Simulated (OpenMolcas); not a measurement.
**S2+: input and output**

Input:

```
&GATEWAY
Coord
1

S 0.0 0.0 0.0
Basis=ANO-RCC-VQZP
Group=XYZ
NoMove
AngMom=0.0 0.0 0.0
AMFI
&SEWARD
Relativistic=R03O02
&RASSCF
FileOrb=start.orb
Symmetry=1
Spin=3
nActEl=2 0 0
Inactive=3 3
Ras2=0 3
CIRoot=3 3 1
SDav=3
CIMx=300
Iter=120 100
PrWF=0.3
OrbListing=Nothing
MaxOrb=0
Atom
>>> COPY $Project.JobIph JOB001
&RASSCF
FileOrb=start.orb
Symmetry=1
Spin=1
nActEl=2 0 0
Inactive=3 3
Ras2=0 3
CIRoot=6 6 1
SDav=6
CIMx=300
Iter=120 100
PrWF=0.3
OrbListing=Nothing
MaxOrb=0
Atom
CIOnly
>>> COPY $Project.JobIph JOB002
&RASSI
NrOfJobIphs=2 3 6
1 2 3
1 2 3 4 5 6
IphNames
JOB001
JOB002
EJob
SpinOrbit
DIPRint=1.0
SOCoupling=1000.0
Subsets=2
MEES
Property=10
'ANGMOM' 1 'ANGMOM' 2 'ANGMOM' 3 'MLTPL  1' 1 'MLTPL  1' 2 'MLTPL  1' 3
'AMFI' 1 'AMFI' 2 'AMFI' 3 'MLTPL  2' 6
SOProperty=3
'ANGMOM' 1 'ANGMOM' 2 'ANGMOM' 3
```

Launched by
```bash
OMP_NUM_THREADS=1 MOLCAS_MEM=2252 MOLCAS_PROJECT=a pymolcas a.inp > a.log  # once for each step of the input, in one work folder
```

A driver script runs the steps one by one and writes start.orb anew before each from the orbitals found so far, so a CI-only block uses the converged orbitals of the first block.

Output, cut to the results:

```
--- SEWARD ---
Basis set label: S.ANO-RCC...6S5P3D2F1G.

      Electronic valence basis set:
      ------------------
      Associated Effective Charge  16.000000 au
      Associated Actual Charge     16.000000 au
      Nuclear Model: Point charge

      Shell  nPrim  nBasis  Cartesian Spherical Contaminant
         s      17       6        X
         p      12       5        X
         d       5       3                 X
         f       4       2                 X
         g       2       1                 X
Relativistic=R03O02
                  Relativistic Douglas-Kroll-Hess integrals:
                    - DKH order of Hamiltonian: 3
                    - DKH order of Properties : 2
--- RASSCF ---
Wave function specifications:
      -----------------------------

      Number of closed shell electrons          12
      Number of electrons in active shells       2
      Max number of holes in RAS1 space          0
      Max nr of electrons in RAS3 space          0
      Number of inactive orbitals                6
      Number of active orbitals                  3
      Number of secondary orbitals              50
      Spin quantum number                      1.0
      State symmetry                             1
Orbital specifications:
      -----------------------

      Symmetry species                           1   2
                                                ag  au
      Frozen orbitals                            0   0
      Inactive orbitals                          3   3
      Active orbitals                            0   3
      RAS1 orbitals                              0   0
      RAS2 orbitals                              0   3
      RAS3 orbitals                              0   0
      Secondary orbitals                        27  23
      Deleted orbitals                           0   0
      Number of basis functions                 30  29
      Number of CSFs                             3
      Number of root(s) required                 3
      Iter CI   SX   CI       RASSCF       Energy    max ROT     max BLB   max BLB  Level Ln srch  Step   QN
          iter iter root      energy       change     param      element    value   shift minimum  type update
 Nr of preliminary CI iterations:   1
        1   1    9    0  -397.31521137    0.00E+00  -1.98E-01*   3   4 1  2.98E-01*  0.00   0.00    SX    NO
        2   1    8    0  -397.41580556   -1.01E-01* -9.49E-03    3   5 1  3.03E-02*  0.00   0.00    SX    NO
        3   1    7    0  -397.41675588   -9.50E-04*  2.32E-03    3   4 1  6.52E-03*  0.00   0.00    SX    NO
        4   1    6    0  -397.41678483   -2.89E-05*  7.15E-04    3   4 1  8.52E-04*  0.00   0.00    SX    NO
        5   1    6    0  -397.41678609   -1.26E-06*  1.16E-04    3   4 1  2.56E-04*  0.00   0.91    QN   YES
        6   1    5    0  -397.41678616   -6.84E-08*  1.26E-05    3   4 1  3.22E-05   0.00   1.07    QN   YES
        7   1    3    0  -397.41678616   -5.20E-10  -5.62E-07    2  14 2  1.68E-06   0.00   1.00    QN   YES
      Convergence after  7 iterations
        8   1    3    0  -397.41678616   -2.67E-12  -5.62E-07    3   5 1 -4.83E-07   0.00   1.00    QN   YES
      Natural orbitals and occupation numbers for root  1
      sym 2:  -0.000000   1.000000   1.000000
      Natural orbitals and occupation numbers for root  2
      sym 2:   1.000000  -0.000000   1.000000
      Natural orbitals and occupation numbers for root  3
      sym 2:   1.000000   1.000000   0.000000
::    RASSCF root number  1 Total energy:   -397.41678616
::    RASSCF root number  2 Total energy:   -397.41678616
::    RASSCF root number  3 Total energy:   -397.41678616
--- RASSCF ---
Wave function specifications:
      -----------------------------

      Number of closed shell electrons          12
      Number of electrons in active shells       2
      Max number of holes in RAS1 space          0
      Max nr of electrons in RAS3 space          0
      Number of inactive orbitals                6
      Number of active orbitals                  3
      Number of secondary orbitals              50
      Spin quantum number                      0.0
      State symmetry                             1
Orbital specifications:
      -----------------------

      Symmetry species                           1   2
                                                ag  au
      Frozen orbitals                            0   0
      Inactive orbitals                          3   3
...
--- RASSI ---
SPIN-FREE ENERGIES:
  (Shifted by EMIN (a.u.) =       -397.4167861597)

 SF State       Relative EMIN(au)   Rel lowest level(eV)    D:o, cm**(-1)      L_eff

     1             0.0000000000        0.0000000000              0.0000         1.0
     2             0.0000000000        0.0000000000              0.0000         1.0
     3             0.0000000000        0.0000000000              0.0000         1.0
     4             0.0630850206        1.7166308612          13845.5616         2.0
     5             0.0630850206        1.7166308612          13845.5616         2.0
     6             0.0630850206        1.7166308612          13845.5616         2.0
     7             0.0630850206        1.7166308612          13845.5616         2.0
     8             0.0630850206        1.7166308612          13845.5616         2.0
     9             0.1577125514        4.2915771531          34613.9041         0.0
     Dipole printing threshold changed to   1.00000000E+00
Eigenvalues of complex Hamiltonian:
   -----------------------------------
  (Shifted by EMIN (a.u.) =       -397.4167861597)

 SO State       Relative EMIN(au)   Rel lowest level(eV)    D:o, cm**(-1)     J-value

     1            -0.0023436111        0.0000000000              0.0000         0.0
     2            -0.0011393632        0.0327692541            264.3019         0.6
     3            -0.0011393632        0.0327692541            264.3019         0.6
     4            -0.0011393632        0.0327692541            264.3019         1.0
     5             0.0010974790        0.0936368330            755.2320         1.8
     6             0.0010974790        0.0936368330            755.2320         1.4
     7             0.0010974790        0.0936368330            755.2320         2.0
     8             0.0010974790        0.0936368330            755.2320         1.5
     9             0.0010974790        0.0936368330            755.2320         1.0
...
```

The J values that RASSI prints are effective ones from its own formula and need not be integers or half-integers; the table below assigns J from the states.

Levels above the lowest, from the spin-orbit matrix, grouped by J:

```json
{"Configuration": "3s2 3p2", "Term": "3P", "J": "0", "E (cm-1)": "0.0", "Measured (cm-1)": "0.0", "g": "", "Term weight %": "100"}
{"Configuration": "3s2 3p2", "Term": "3P", "J": "1", "E (cm-1)": "264", "Measured (cm-1)": "299", "g": "1.501", "Term weight %": "100"}
{"Configuration": "3s2 3p2", "Term": "3P", "J": "2", "E (cm-1)": "755", "Measured (cm-1)": "833", "g": "1.501", "Term weight %": "100"}
{"Configuration": "3s2 3p2", "Term": "1D", "J": "2", "E (cm-1)": "14369", "Measured (cm-1)": "11323", "g": "1.000", "Term weight %": "100"}
{"Configuration": "3s2 3p2", "Term": "1S", "J": "0", "E (cm-1)": "35143", "Measured (cm-1)": "27161", "g": "", "Term weight %": "100"}
```

Against the 4 measured excited levels shown (NIST levels in Podobedova, Kelleher and Wiese, J. Phys. Chem. Ref. Data 38, 171 (2009)) the mean absolute deviation is 2800 cm-1; the largest miss in energy is 3s2 3p2 1S0: computed 35143, measured 27161 cm-1 (+29.4 %).

Terms from blocks run as CI alone lack orbitals of their own. With the s shell closed, the reference lacks s² → p² mixing. Measured partners are found by configuration, term and J. A level has none where our copy of the source lacks it or the pairing is in doubt (some pairs that miss far off the trend of their configuration count as doubtful), and it then counts in no deviation. Levels of configurations outside the active space are missing.

The RASSCF and RASSI steps took 3.8 s on 1 thread of Intel(R) Xeon(R) Platinum 8488C (Sapphire Rapids), with other jobs on the host; the integral step is not counted.

The term weight is that of the spin-free term in the level, not the purity of its configuration.
